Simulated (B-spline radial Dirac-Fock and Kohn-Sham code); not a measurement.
Atomic indium: differential elastic cross section for electrons at 503 eV

These are calculated numbers from an atomic code on a B-spline grid; the model is relativistic (Dirac) partial waves in the static field of the Dirac-Fock atom with Furness-McCarthy exchange, without polarisation or absorption potentials.

Input file task.json (cfg lists n, l and occupation; rrms is the nuclear radius in fm):

```json
{"items": [{
  "Z": 49,
  "q": 0,
  "cfg": [[1, 0, 2], [2, 0, 2], [2, 1, 6], [3, 0, 2], [3, 1, 6], [3, 2, 10], [4, 0, 2], [4, 1, 6], [4, 2, 10], [5, 0, 2], [5, 1, 1]],
  "A": 115,
  "rrms": 4.6156,
  "do": "elastic",
  "energies": [[503.0, 0]],
  "theta": [0, 0.5, 1, 2, 4, 8, 12, 16, 24, 32, 45, 60, 75, 90, 105, 120, 135, 150, 165, 180]
}]}
```

Command: `python xray2_run.py task.json out`

```
θ (°)  dσ/dΩ (Å²/sr)  Sherman function
    0           34.1             0.000
  0.5           33.9             0.000
    1           33.3             0.000
    2           31.1             0.000
    4           24.0             0.000
    8           10.9             0.000
   12           4.65             0.000
   16           2.22             0.000
   24          0.657            -0.005
   32          0.258            -0.013
   45          0.128             0.006
   60         0.0962             0.041
   75         0.0318             0.033
   90         0.0210            -0.118
  105         0.0805            -0.018
  120         0.0701             0.015
  135        0.00499            -0.059
  150         0.0990            -0.041
  165          0.375            -0.012
  180          0.534             0.000
```

Question: What integrated cross sections go with this distribution?

Answer: The total elastic cross section is 3.53 Å², the first transport cross section 1.09 Å² and the second, weighted with (3/2) sin²θ, 0.946 Å². The mean deflection is ⟨1 − cos θ⟩ = 0.308, and 15 % of the collisions scatter beyond 90°.

On this grid of angles the cross section has minima near 90°, 135°, from interference among the few low partial waves with large phase shifts.
